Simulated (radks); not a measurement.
Results of a calculation; reference values are marked as such.
Neutral neon inside a hard spherical wall (all orbitals vanish at R), configuration held at [Ne] and not refilled when levels cross. Code: a radial shooting solver on a logarithmic mesh with Libxc functionals. Model: scalar-relativistic Kohn-Sham, LDA (Slater exchange, Perdew-Wang correlation), spin-polarised, spherical densities, point nucleus. Eigenvalues in eV for spin up, with the zero of energy where the potential of the charges vanishes at infinity; a dash marks a level that is unbound or too diffuse for the functional's potential to be trusted. A positive occupied level is held by the wall or, in an anion where self-interaction has pushed it up, behind a barrier. The pressure on the wall is -dE/dV.

| R (bohr) | E (hartree) | kinetic (hartree) | e(1s) | e(2s) | e(2p) | e(3s, empty) | e(3p, empty) | pressure (GPa) |
|---|---|---|---|---|---|---|---|---|
| free | -128.37486 | 128.148 | -825.80 | -36.116 | -13.534 | -0.068 | - | 0 |
| 20 | -128.37486 | 128.148 | -825.80 | -36.116 | -13.534 | -0.027 | 0.612 | < 0.0001 |
| 15 | -128.37486 | 128.148 | -825.80 | -36.116 | -13.534 | 0.050 | 1.010 | < 0.0001 |
| 10 | -128.37486 | 128.148 | -825.80 | -36.116 | -13.534 | 0.412 | 2.079 | < 0.0001 |
| 8 | -128.37486 | 128.148 | -825.80 | -36.115 | -13.533 | 0.952 | 3.223 | 0.000313 |
| 7 | -128.37483 | 128.149 | -825.79 | -36.112 | -13.530 | 1.533 | 4.278 | 0.00309 |
| 5 | -128.37302 | 128.165 | -825.64 | -35.998 | -13.412 | 4.918 | 9.376 | 0.353 |
| 3.5 | -128.33307 | 128.418 | -823.83 | -34.770 | -12.069 | 16.389 | 23.379 | 17.2 |
| 2.5 | -127.97747 | 130.109 | -815.14 | -29.181 | -5.704 | 49.114 | 57.155 | 355 |
| 2 | -126.99994 | 133.866 | -800.06 | -19.076 | 5.636 | 98.443 | 103.30 | 2080 |
